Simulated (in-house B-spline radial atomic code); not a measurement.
A fraction x of an electron is removed from 3p in K²⁺, starting from [Ne] 3s2 3p5 and keeping the highest spin. Computed with an all-electron radial atomic-structure program (B-spline basis): non-relativistic M06-2X, spin-polarised, spherical fractional occupations, point nucleus.

Caution: exact exchange at fractional occupations of open shells leaves self-interaction of up to several eV.

```json
{"x": "0", "E(x) - E(0) (eV)": "0.0000", "3p down level (eV)": "-39.923"}
{"x": "0.1", "E(x) - E(0) (eV)": "4.0503", "3p down level (eV)": "-41.084"}
{"x": "0.15", "E(x) - E(0) (eV)": "6.1191", "3p down level (eV)": "-41.668"}
{"x": "0.29", "E(x) - E(0) (eV)": "12.0674", "3p down level (eV)": "-43.311"}
{"x": "0.5", "E(x) - E(0) (eV)": "21.4242", "3p down level (eV)": "-45.806"}
{"x": "0.57", "E(x) - E(0) (eV)": "24.6600", "3p down level (eV)": "-46.646"}
{"x": "0.66", "E(x) - E(0) (eV)": "28.9068", "3p down level (eV)": "-47.730"}
{"x": "0.75", "E(x) - E(0) (eV)": "33.2516", "3p down level (eV)": "-48.821"}
{"x": "0.92", "E(x) - E(0) (eV)": "41.7274", "3p down level (eV)": "-50.897"}
{"x": "1", "E(x) - E(0) (eV)": "45.8384", "3p down level (eV)": "-51.880"}
```

The exact functional would give a straight line between the two integer points. Deviations E(x) - E(0) - x[E(1) - E(0)], in eV: -0.534 at x = 0.1, -0.757 at x = 0.15, -1.226 at x = 0.29, -1.495 at x = 0.5, -1.468 at x = 0.57, -1.347 at x = 0.66, -1.127 at x = 0.75, -0.444 at x = 0.92.

The curve lies below the straight line by up to 1.495 eV (at x = 0.5): convex, the delocalisation error, to which spherically averaged exact exchange adds.

Task: How well does Slater's transition state (minus the level at half occupation) give the ionisation energy?

Result: It gives 45.806 eV against 45.838 eV from the two total energies; NIST lists 45.80 eV, ground level to ground level. The end point has an open shell averaged over its orbitals, so its exact exchange keeps a self-interaction and this is no true integer point.
